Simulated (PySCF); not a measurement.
Screening by computed properties: pick the candidate that meets the target.

All species are isolated and taken at one optimised geometry, non-relativistic unless stated; the electronic structure was computed with PySCF and density fitting.

The conformers computed, where there is a choice (atom-mapped SMILES and torsion angles):
- `[CH3:1][c:2]1[p:3][cH:4][cH:5][n:6][c:7]1[CH:8]1[CH2:9][CH2:10]1`: N6–C7–C8–C9 -33°
- `[CH3:1][c:2]1[n:3][cH:4][cH:5][c:6]([CH:7]2[CH2:8][CH2:9]2)[p:10]1`: C5–C6–C7–C8 -144°
- `[CH3:1][S:2][SiH2:3][CH2:4][C@H:5]([SiH3:6])[C:7]([CH3:8])=[O:9]`: C1–S2–Si3–C4 177°, S2–Si3–C4–C5 152°, Si3–C4–C5–Si6 148°, C4–C5–C7–C8 -179°
- `[CH2:1]=[C:2]([CH3:3])[PH:4][c:5]1[cH:6][cH:7][n:8][cH:9][cH:10]1`: C1–C2–P4–C5 117°, C2–P4–C5–C6 126°
- `[CH3:1][O:2][c:3]1[cH:4][n:5][n:6][cH:7][c:8]1[CH:9]=[O:10]`: C1–O2–C3–C4 0°, C7–C8–C9–O10 0°

**Question.** Wanted: HOMO–LUMO gap between 4.5 eV and 5.25 eV (PBE0/pcSseg-1) and dipole moment above 2.2 D (PBE0/pcSseg-1), at GFN2-xTB geometries. Which candidate meets both?
A. `CC1=PC=CN=C1C1CC1`
B. `C=C(C)Pc1ccncc1`
C. `Cc1nccc(C2CC2)p1`
D. `CS[SiH2]C[C@H]([SiH3])C(C)=O`
E. `n1ncc(C=O)c(c1)OC`
F. `C1COCCO1`

**Answer.** D. Computed values:
```
                     species  HOMO–LUMO gap  dipole moment
           n1ncc(C=O)c(c1)OC        4.31 eV         5.89 D
CS[SiH2]C[C@H]([SiH3])C(C)=O        4.60 eV         5.12 D
            Cc1nccc(C2CC2)p1        5.18 eV         2.08 D
           CC1=PC=CN=C1C1CC1        5.32 eV         0.93 D
             C=C(C)Pc1ccncc1        6.06 eV         2.32 D
                    C1COCCO1        8.59 eV         0.00 D
```
